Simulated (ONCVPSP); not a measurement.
# Scattering properties, ONCV potential for Cl (Z = 17)

ONCVPSP 4.0.1 input, shortened (lines: element, Z, core and valence counts, functional; n l f; lmax; l rc ep ncon nbas qcut; lloc lpopt rc5 dvloc0; l nproj debl; icmod fcfact rcfact), PBE, non-relativistic:

```
  Cl 17.00    3    2        4      upf
    1    0    2.00
    2    0    2.00
    2    1    6.00
    3    0    2.00
    3    1    4.50
    1
    0    1.35    0.00    5    8    4.70
    1    1.35    0.00    4    7    6.40
    1    5    1.35    0.00
    0    2    1.60
    1    0    1.50
    0    0.00    0.00
```

The phase is arctan(r·R′/R) of the radial function R(r), unwrapped; energies in Ha, scanned from -2 to 5 Ha. A pole is an energy at which the radial function vanishes at the test radius. The pseudo phase is shifted by a multiple of π to meet the all-electron one at the reference energy, and phase errors are pseudo minus all-electron; the curves can meet again beyond the range given. Levels narrower than the energy grid can be missing from the lists of poles.

```csv
channel,radius (bohr),reference energy (Ha),"poles, all-electron","poles, pseudo",unbroken range about the reference energy with phases within 0.05 rad,phase error 1 Ha above the reference energy (rad)
s,1.37,-0.96,2.50,2.48,the whole range,-0.000
p,1.37,-0.51,3.01,2.80,below 4.4,-0.004
```

Phases in the p channel:

```tsv
E (Ha)	all-electron	pseudo
-1.98	0.612	0.601
-1.80	0.496	0.486
-1.62	0.357	0.348
-1.44	0.194	0.186
-1.26	0.009	0.004
-1.08	-0.187	-0.190
-0.90	-0.380	-0.381
-0.72	-0.558	-0.558
-0.54	-0.713	-0.713
-0.36	-0.844	-0.844
-0.18	-0.953	-0.953
0.00	-1.042	-1.044
0.18	-1.117	-1.119
0.36	-1.180	-1.183
0.54	-1.233	-1.236
0.72	-1.278	-1.282
0.90	-1.317	-1.323
1.08	-1.351	-1.358
1.26	-1.382	-1.389
1.44	-1.409	-1.417
1.62	-1.433	-1.442
1.80	-1.456	-1.466
1.98	-1.476	-1.487
2.16	-1.495	-1.507
2.34	-1.513	-1.526
2.52	-1.529	-1.544
2.70	-1.545	-1.562
2.88	-1.560	-1.579
3.06	-1.575	-1.595
3.24	-1.589	-1.611
3.42	-1.603	-1.628
3.60	-1.617	-1.645
3.78	-1.630	-1.662
3.96	-1.644	-1.679
4.14	-1.658	-1.698
4.32	-1.672	-1.718
4.50	-1.687	-1.739
4.68	-1.703	-1.762
4.86	-1.719	-1.788
```
